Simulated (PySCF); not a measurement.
**Zirconium: a sound run and one with changed settings**

Sound run: Zr [Kr] 4d2 5s2, Zr⁺ [Kr] 4d2 5s1. Calculation: PySCF 2.14, in x2c-SVPall (6s5p5d1f, 53 functions); the spin-free X2C one-electron Hamiltonian (Gaussian nucleus). In the sound run the correlated levels freeze [Kr]. The sound run starts from symmetry-adapted Hartree-Fock orbitals and uses a fine grid where one is needed.

Changed run: the non-relativistic Hamiltonian (point nucleus). This setting is unsound on purpose.

```tsv
species	method	sound run (hartree)	changed run (hartree)	converged
Zr	UHF	-3595.85890	-3504.55232	yes
Zr	TPSS	-3597.76408	-3506.46187	yes
Zr	B3LYP	-3597.95765	-3506.65409	yes
Zr	MP2	-3595.89555	-3504.58771	yes
Zr⁺	UHF	-3595.66745	-3504.37047	yes
Zr⁺	TPSS	-3597.53012	-3506.24158	yes
Zr⁺	B3LYP	-3597.71294	-3506.42309	yes
Zr⁺	MP2	-3595.67592	-3504.37890	yes
```

Ionisation energy of Zr:

| method | sound run (eV) | changed run (eV) |
| --- | --- | --- |
| UHF | 5.210 | 4.949 |
| TPSS | 6.366 | 5.995 |
| B3LYP | 6.659 | 6.286 |
| MP2 | 5.976 | 5.682 |
| SCS-MP2 | 6.130 | 5.831 |

Most of the change in total energy is the relativistic energy itself. On top of that the contraction fixes the core shape for the Hamiltonian it was made with, so the changed run is not a good calculation with the other Hamiltonian either.

For comparison, NIST gives 6.634 eV between the lowest levels.
